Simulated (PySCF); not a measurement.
# Reading the logs of faulty runs: Cl2GeH4Si

All numbers below are calculated, not measured. The program is PySCF 2.14.0, an open-source quantum chemistry code, run on an isolated molecule that a program drew, which may never have been made. The molecule is Cl2GeH4Si (charge 0, singlet), drawn as the SMILES string `Cl[SiH](Cl)[GeH3]`.

Each row is a Hartree-Fock (HF) and frozen-core CCSD(T) single point in the cc-pV(D+d)Z basis, meant for a local HF minimum. Run 1 is clean. Each other run has one planted mistake out of seven kinds, and not every kind appears here: one electron removed, one electron added, multiplicity raised by two, geometry at a saddle point, minimal basis STO-3G, one bond length entered in bohr, all coordinates scaled. The reference is restricted for singlets and unrestricted otherwise, and also for a bond in bohr. Adding or removing an electron swaps singlet and doublet. Electrons count all cores. HOMO and LUMO are orbital energies over both spins, the gradient is its largest component, and the lowest frequency (negative if imaginary) is given only where the gradient is small. Bond lengths are over the 7 bonds as drawn. T1 is the CCSD diagnostic: over 0.02 (restricted) or 0.045 (unrestricted) a single reference is doubtful. Germanium has the cc-pVDZ-PP basis, with a core potential (ECP10MDF) in place of its 10 inner electrons, and its 3s, 3p and 3d shells are frozen in CCSD(T).

Geometry of the clean run:
```xyz
8
Cl2GeH4Si, angstrom
Cl   -0.7163   -2.3261   -1.4811
Si   -0.0146   -1.5391    0.2981
Cl    2.0084   -1.1568    0.1021
Ge   -1.1757    0.4966    0.7923
H    -0.1565   -2.5876    1.3168
H    -2.6712    0.2037    0.9289
H    -0.9425    1.4915   -0.3435
H    -0.6455    1.0734    2.1066
```

```
run,electrons,basis functions,<S^2>,HOMO (eV),LUMO (eV),gradient (hartree/bohr),lowest frequency (cm^-1),mean bond (Å),longest bond (Å),T1,HF (hartree),CCSD(T) (hartree),mistake
1,84,112,0.000,-10.93,3.07,3.3e-06,93,1.7983,2.395,0.0102,-1503.75419,-1504.29434,no fault
2,84,112,0.000,-10.95,2.53,2.6e-02,-,1.8666,2.486,0.0108,-1503.74408,-1504.28686,all coordinates scaled
3,84,112,0.966,-9.02,-0.93,5.6e-03,-,2.0612,3.908,0.0238,-1503.63024,-1504.14441,one bond length entered in bohr
4,84,112,2.012,-4.36,-2.80,3.1e-02,-,1.7983,2.395,0.0275,-1503.51557,-1504.05847,multiplicity raised by two
5,83,112,0.764,-17.32,-9.01,7.6e-02,-,1.7983,2.395,0.0255,-1503.38692,-1503.92289,one electron removed
6,85,112,0.763,1.75,8.02,5.7e-02,-,1.7983,2.395,0.0173,-1503.66362,-1504.22177,?
```

**Which mistake was planted in run 6, and what did it cost?**

It counts 85 electrons, one more than the clean run, at the same geometry and basis. So the mistake is: one electron added. Subtracting run 1 and multiplying by 627.51 kcal/mol a hartree, the energy moved by 56.8 kcal/mol in HF and 45.5 kcal/mol in CCSD(T).

Cautions from the logs. Run 6: the HOMO is above zero, so the electron isn't bound and the energy depends on the basis.
